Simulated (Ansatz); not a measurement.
Geometry optimisation, Ansatz, DFT LDA, scalar-relativistic, plane waves, PAW.

Input:

```yaml
accuracy: low
crystal:
  lattice:
    - [0.0, 5.43, 5.43]
    - [5.43, 0.0, 5.43]
    - [5.43, 5.43, 0.0]
  atoms:
    - { symbol: Si, position: [0.0, 0.0, 0.0] }
    - { symbol: Si, position: [0.125, 0.125, 0.125] }
    - { symbol: Si, position: [0.0, 0.0, 0.5] }
    - { symbol: Si, position: [0.125, 0.125, 0.625] }
    - { symbol: Si, position: [0.0, 0.5, 0.0] }
    - { symbol: Si, position: [0.125, 0.625, 0.125] }
    - { symbol: Si, position: [0.0, 0.5, 0.5] }
    - { symbol: Si, position: [0.125, 0.625, 0.625] }
    - { symbol: Si, position: [0.5, 0.0, 0.0] }
    - { symbol: Si, position: [0.625, 0.125, 0.125] }
    - { symbol: Si, position: [0.5, 0.0, 0.5] }
    - { symbol: Si, position: [0.625, 0.125, 0.625] }
    - { symbol: Si, position: [0.5, 0.5, 0.0] }
    - { symbol: Si, position: [0.625, 0.625, 0.125] }
    - { symbol: Si, position: [0.5, 0.5, 0.5] }
    - { symbol: Si, position: [0.625, 0.625, 0.625] }
    - { symbol: C, position: [0.2538931, 0.7388707, 0.7470393], spin: 1.0 }
magnetization:
  spin_polarized: true
basis:
  ecutwfc: 420.0
kpoints:
  mp_grid: { grid: [2, 2, 2] }
hamiltonian:
  xc: lda
  pseudopotentials: { kind: paw, azcp: { folder: soft_1 } }
scf:
  occupations: { method: fermi_dirac, width: 0.02 }
  lower_state_search: "off"
relax:
  f_tol: 0.08
  max_steps: 25
  adjacent_minimum: "off"
output:
  write_density: true
  write_potential: true
  elf: true
  volumetric_format: npy
```

Launched with:

```bash
$ ansatz run input.yaml --threads 1 --pin off --max-ram 3072MiB --backend cpu --events-out ev --progress --plain --runs-dir out
```

Problem. Where does it end, and by what steps?

Solution. It converged. The threshold is loose, so the end isn't yet a minimum. Limits of this set-up: coarse k mesh, PAW files made for another functional, a small cell, in which the defect meets its images, low accuracy level. After 15 steps the energy has fallen by 1.775 eV; C17 moved furthest, 1.62 Å. Joined: Si15–C17 (2.64 → 1.75 Å).

```csv
step,energy less start (eV),largest force component (eV/Å),accepted
0,0.0000,0.601,yes
1,-0.1415,0.398,yes
2,-0.2942,0.291,yes
3,-0.3294,0.256,yes
4,-0.3711,0.258,yes
5,-0.4670,0.858,yes
6,-0.6925,1.127,yes
7,-0.8875,1.190,yes
8,-1.2012,0.512,yes
9,-1.4961,0.746,yes
10,-1.6683,0.360,yes
11,-1.7454,0.336,yes
12,-1.7620,0.167,yes
13,-1.7678,0.189,yes
14,-1.7671,0.142,no
15,-1.7746,0.065,yes
```

```xyz
17
Lattice="0.0000 5.4300 5.4300 5.4300 0.0000 5.4300 5.4300 5.4300 0.0000" Properties=species:S:1:pos:R:3
Si 0.141 -0.009 0.008
Si 1.510 1.332 1.355
Si 2.870 2.743 0.071
Si 4.310 4.021 1.408
Si 2.864 0.039 2.766
Si 4.293 1.383 4.047
Si 5.728 2.698 2.733
Si 7.038 4.193 4.225
Si 0.197 2.738 2.688
Si 1.507 4.075 4.092
Si 2.869 5.359 2.682
Si 3.978 6.998 3.859
Si 2.861 2.666 5.386
Si 4.014 3.933 6.923
Si 4.699 5.470 5.383
Si 7.036 6.637 6.665
C 6.453 5.459 5.402
```

Time of the run: 6 min on 1 thread of Arm Neoverse V1, on a shared host, peak memory 0.62 GiB.
